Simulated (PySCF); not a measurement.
First SCF of a structure search on quintet Ti₃, at a hand-made equilateral triangle geometry. PySCF input:

```python
from pyscf import gto, scf, dft
mol = gto.M(atom='''
Ti     0.785200    -1.360010     0.000000
Ti    -1.570390     0.000000     0.000000
Ti     0.785190     1.360000     0.000000''',
    basis={'Ti': 'def2-TZVP'},
    charge=0, spin=4)
mf = dft.UKS(mol, xc='PBE0')
mf.grids.atom_grid = (50, 194)
aux = {'Ti': 'def2-universal-JKFIT'}
mf = mf.density_fit(auxbasis=aux)
mf.conv_tol = 1e-08
mf.diis_space = 10
mf.max_cycle = 60
mf.init_guess = 'minao'
mf.verbose = 4
mf.kernel()
```

Excerpt of the output (cycles alone); where DIIS stalls, ADIIS, DIIS with a small level shift and a second-order solver take over in turn:

```
init E= -2547.42939278465
cycle= 1 E= -2547.2810484416  delta_E= 0.148  |g|= 0.505  |ddm|= 2.09
cycle= 2 E= -2544.30113376705  delta_E= 2.98  |g|=    2  |ddm|= 4.68
cycle= 3 E= -2545.88477181142  delta_E= -1.58  |g|= 1.53  |ddm|= 4.42
cycle= 4 E= -2547.23467436324  delta_E= -1.35  |g|= 0.688  |ddm|= 0.84
cycle= 5 E= -2546.4048272246  delta_E= 0.83  |g|= 1.68  |ddm|= 0.647
cycle= 6 E= -2546.66649367951  delta_E= -0.262  |g|= 1.21  |ddm|= 0.579
cycle= 7 E= -2547.35923011032  delta_E= -0.693  |g|= 0.455  |ddm|= 0.518
cycle= 8 E= -2547.40047828204  delta_E= -0.0412  |g|= 0.334  |ddm|= 0.157
cycle= 9 E= -2547.4357172207  delta_E= -0.0352  |g|= 0.194  |ddm|= 0.229
cycle= 10 E= -2547.43852501448  delta_E= -0.00281  |g|= 0.191  |ddm|= 0.246
cycle= 11 E= -2547.45446505402  delta_E= -0.0159  |g|= 0.0314  |ddm|= 0.11
cycle= 12 E= -2547.4556342797  delta_E= -0.00117  |g|= 0.0196  |ddm|= 0.063
cycle= 13 E= -2547.45665406198  delta_E= -0.00102  |g|= 0.0157  |ddm|= 0.0558
... 38 lines left out ...
cycle= 52 E= -2547.45866581994  delta_E= -0.000443  |g|= 0.00837  |ddm|= 0.0491
cycle= 53 E= -2547.45860732253  delta_E= 5.85e-05  |g|= 0.00816  |ddm|= 0.0259
cycle= 54 E= -2547.45718221141  delta_E= 0.00143  |g|= 0.011  |ddm|= 0.145
cycle= 55 E= -2547.45725982723  delta_E= -7.76e-05  |g|= 0.00716  |ddm|= 0.0572
cycle= 56 E= -2547.45755438222  delta_E= -0.000295  |g|= 0.00619  |ddm|= 0.0407
cycle= 57 E= -2547.45754403293  delta_E= 1.03e-05  |g|= 0.0061  |ddm|= 0.0156
cycle= 58 E= -2547.45759390856  delta_E= -4.99e-05  |g|= 0.00668  |ddm|= 0.0121
cycle= 59 E= -2547.45750193777  delta_E= 9.2e-05  |g|= 0.00573  |ddm|= 0.0241
cycle= 60 E= -2547.45750056608  delta_E= 1.37e-06  |g|= 0.0056  |ddm|= 0.00404
SCF not converged.
init E= -2547.42939278465
cycle= 1 E= -2547.2810484416  delta_E= 0.148  |g|= 0.505  |ddm|= 2.09
cycle= 2 E= -2544.30113376705  delta_E= 2.98  |g|=    2  |ddm|= 4.68
cycle= 3 E= -2546.88247404244  delta_E= -2.58  |g|= 0.94  |ddm|=  2.7
cycle= 4 E= -2545.99224753853  delta_E= 0.89  |g|= 1.87  |ddm|=  2.4
cycle= 5 E= -2547.44199334588  delta_E= -1.45  |g|= 0.133  |ddm|= 0.826
cycle= 6 E= -2546.40775343709  delta_E= 1.03  |g|= 1.63  |ddm|= 0.801
cycle= 7 E= -2547.27665119468  delta_E= -0.869  |g|= 0.643  |ddm|= 0.436
cycle= 8 E= -2547.44063138471  delta_E= -0.164  |g|= 0.17  |ddm|= 0.263
cycle= 9 E= -2547.26699752486  delta_E= 0.174  |g|= 0.684  |ddm|= 0.352
cycle= 10 E= -2547.42688909803  delta_E= -0.16  |g|= 0.254  |ddm|= 0.223
cycle= 11 E= -2547.38213695702  delta_E= 0.0448  |g|= 0.414  |ddm|= 0.289
cycle= 12 E= -2547.45070794863  delta_E= -0.0686  |g|= 0.0991  |ddm|= 0.178
cycle= 13 E= -2547.45073942715  delta_E= -3.15e-05  |g|= 0.109  |ddm|= 0.196
cycle= 14 E= -2547.43346398348  delta_E= 0.0173  |g|= 0.239  |ddm|= 0.212
cycle= 15 E= -2547.45639039475  delta_E= -0.0229  |g|= 0.0514  |ddm|= 0.123
cycle= 16 E= -2547.43447152843  delta_E= 0.0219  |g|= 0.241  |ddm|= 0.171
cycle= 17 E= -2547.45229458014  delta_E= -0.0178  |g|= 0.139  |ddm|= 0.129
cycle= 18 E= -2547.44604609231  delta_E= 0.00625  |g|= 0.187  |ddm|= 0.148
cycle= 19 E= -2547.46349734446  delta_E= -0.0175  |g|= 0.058  |ddm|= 0.173
cycle= 20 E= -2547.40235713719  delta_E= 0.0611  |g|= 0.401  |ddm|= 0.297
SCF not converged.
init E= -2547.40235713719
cycle= 1 E= -2545.33837475206  delta_E= 2.06  |g|= 2.24  |ddm|= 1.24
cycle= 2 E= -2511.53120224458  delta_E= 33.8  |g|= 8.45  |ddm|= 4.53
cycle= 3 E= -2538.22889673399  delta_E= -26.7  |g|=  4.1  |ddm|= 2.76
cycle= 4 E= -2542.77697286817  delta_E= -4.55  |g|= 2.95  |ddm|= 2.18
cycle= 5 E= -2546.09666554559  delta_E= -3.32  |g|= 1.46  |ddm|=  2.5
cycle= 6 E= -2547.0540513606  delta_E= -0.957  |g|= 0.968  |ddm|= 1.49
cycle= 7 E= -2546.10549346327  delta_E= 0.949  |g|= 1.93  |ddm|= 0.686
cycle= 8 E= -2545.3779370462  delta_E= 0.728  |g|= 2.33  |ddm|= 0.277
cycle= 9 E= -2544.92796526626  delta_E= 0.45  |g|= 2.52  |ddm|= 0.162
cycle= 10 E= -2544.62708157081  delta_E= 0.301  |g|= 2.62  |ddm|= 0.117
cycle= 11 E= -2544.66518279729  delta_E= -0.0381  |g|= 2.62  |ddm|= 0.0885
cycle= 12 E= -2544.62578643218  delta_E= 0.0394  |g|= 2.61  |ddm|= 0.0688
cycle= 13 E= -2544.50305625815  delta_E= 0.123  |g|= 2.67  |ddm|= 0.0538
cycle= 14 E= -2545.43181530223  delta_E= -0.929  |g|= 2.26  |ddm|= 0.264
cycle= 15 E= -2545.56639241116  delta_E= -0.135  |g|= 2.19  |ddm|= 0.101
cycle= 16 E= -2547.31443989872  delta_E= -1.75  |g|= 0.601  |ddm|= 0.964
cycle= 17 E= -2547.40965501649  delta_E= -0.0952  |g|= 0.344  |ddm|= 0.326
cycle= 18 E= -2547.45534234945  delta_E= -0.0457  |g|= 0.135  |ddm|= 0.248
cycle= 19 E= -2547.4551048904  delta_E= 0.000237  |g|= 0.168  |ddm|= 0.146
cycle= 20 E= -2547.46743172737  delta_E= -0.0123  |g|= 0.0826  |ddm|= 0.0909
cycle= 21 E= -2547.47377400535  delta_E= -0.00634  |g|= 0.0333  |ddm|= 0.0793
cycle= 22 E= -2547.47775457165  delta_E= -0.00398  |g|= 0.0265  |ddm|= 0.0769
cycle= 23 E= -2547.48407946638  delta_E= -0.00632  |g|= 0.0275  |ddm|= 0.157
cycle= 24 E= -2547.48699975899  delta_E= -0.00292  |g|= 0.0175  |ddm|= 0.115
cycle= 25 E= -2547.4878461998  delta_E= -0.000846  |g|= 0.00957  |ddm|= 0.0543
cycle= 26 E= -2547.48814736131  delta_E= -0.000301  |g|= 0.0111  |ddm|= 0.0295
cycle= 27 E= -2547.48856127031  delta_E= -0.000414  |g|= 0.00866  |ddm|= 0.0271
cycle= 28 E= -2547.48858375891  delta_E= -2.25e-05  |g|= 0.00892  |ddm|= 0.0095
cycle= 29 E= -2547.48865057032  delta_E= -6.68e-05  |g|= 0.00835  |ddm|= 0.00863
cycle= 30 E= -2547.48877437636  delta_E= -0.000124  |g|= 0.00883  |ddm|= 0.00886
SCF not converged.
macro= 0  E= -2547.49896760114  delta_E= -0.0101932  |g|= 0.0230861  3 KF 14 JK
macro= 1  E= -2547.50576382846  delta_E= -0.00679623  |g|= 0.0297339  3 KF 14 JK
macro= 2  E= -2547.50611399102  delta_E= -0.000350163  |g|= 0.0402679  3 KF 13 JK
macro= 3  E= -2547.50817027958  delta_E= -0.00205629  |g|= 0.0252962  2 KF 7 JK
macro= 4  E= -2547.50778513675  delta_E= 0.000385143  |g|= 0.0166648  4 KF 19 JK
macro= 5  E= -2547.51637403743  delta_E= -0.0085889  |g|= 0.0131091  4 KF 21 JK
macro= 6  E= -2547.51895677398  delta_E= -0.00258274  |g|= 0.0182516  3 KF 14 JK
macro= 7  E= -2547.52086255301  delta_E= -0.00190578  |g|= 0.0167592  3 KF 14 JK
macro= 8  E= -2547.52373634295  delta_E= -0.00287379  |g|= 0.00440982  4 KF 22 JK
macro= 9  E= -2547.52407086312  delta_E= -0.00033452  |g|= 0.00458838  3 KF 16 JK
macro= 10  E= -2547.5243369965  delta_E= -0.000266133  |g|= 0.00328824  3 KF 17 JK
macro= 11  E= -2547.52437290947  delta_E= -3.5913e-05  |g|= 0.000220232  5 KF 31 JK
macro= 12  E= -2547.52437297835  delta_E= -6.88769e-08  |g|= 6.32317e-05  2 KF 17 JK
macro= 13  E= -2547.52437297835  delta_E= -2.72848e-12  |g|= 3.48302e-05  1 KF 2 JK
macro X = 14  E=-2547.52437297835  |g|= 3.48302e-05  total 44 KF 236 JK
converged SCF energy = -2547.52437297835  <S^2> = 8.1569969  2S+1 = 5.7989644
```

No lower solution of this spin was found from smeared starts or by a stability analysis within the unrestricted form.

With open d or f shells other occupations or spin states may lie lower.

The search for the lowest solution, 3 starts and the stability check together, took 2.7 min on 4 threads of a shared Arm Neoverse V1 host, with 135 basis functions; the process peaked at 0.51 GiB. Launch command: `OMP_NUM_THREADS=4 python axn.py task.json out`.
